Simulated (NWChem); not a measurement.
System: C4H4ClF; SMILES C=C/C=C(\F)Cl

The following NWChem deck was run.

```
start job
memory heap 200 mb stack 900 mb global 1100 mb
geometry units angstroms noautosym nocenter noautoz
  C      0.481312    -3.108308     0.000000
  C     -0.185959    -1.930634     0.000000
  C      0.459031    -0.631041     0.000000
  C     -0.218385     0.541630     0.000000
  F     -1.552245     0.603620     0.000000
  Cl     0.519490     2.102302     0.000000
  H      1.582905    -3.144744     0.000000
  H     -0.055091    -4.068433     0.000000
  H     -1.288922    -1.932735     0.000000
  H      1.557358    -0.573535     0.000000
end
basis spherical
  * library 6-31g*
end
dft
  xc b3lyp
  iterations 150
end
cosmo
  do_cosmo_smd true
  solvent etoac
end
task dft energy
```

Structure relaxed at the PBE-D3(BJ)/def2-SVP level. Solvent: ethyl acetate.

Level: B3LYP/6-31G* with SMD (1 M gas to 1 M solution), gas-phase geometry.

What results follow from this input? (B3LYP/6-31G* (spherical d), SMD on the gas-phase geometry.) Quantities: solvation free energy (kcal/mol); cavity-dispersion-structure term (kcal/mol); dipole in solution (D).


```json
{
 "solvation free energy (kcal/mol)": "-2.8",
 "cavity-dispersion-structure term (kcal/mol)": "-0.6",
 "dipole in solution (D)": "1.59"
}
```
